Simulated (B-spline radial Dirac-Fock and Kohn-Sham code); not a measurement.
# Photoionisation of calcium ions at Cr Kα (5414.7 eV)

Model: a relativistic central-field model (Hartree-Slater potential of the initial state, Latter tail, multipole expansion of the photon field, Dirac-Fock thresholds). Program: a radial atomic solver. Cross sections in kb; a dash marks an empty subshell or a threshold above the photon energy.

```
  ion  configuration  total    1s    2s  2p3/2     3s   3p1/2
   Ca       [Ar] 4s2  33.06  29.6  1.96  0.713  0.253  0.0419
 Ca²⁺   [Ne] 3s2 3p6  33.04  29.6  1.95  0.712  0.252  0.0419
Ca¹⁴⁺   [He] 2s2 2p2  33.26  30.4  2.35  0.313      –       –
```

Values without a named source are computed, but for edge energies of neutral atoms, which are taken from tables.
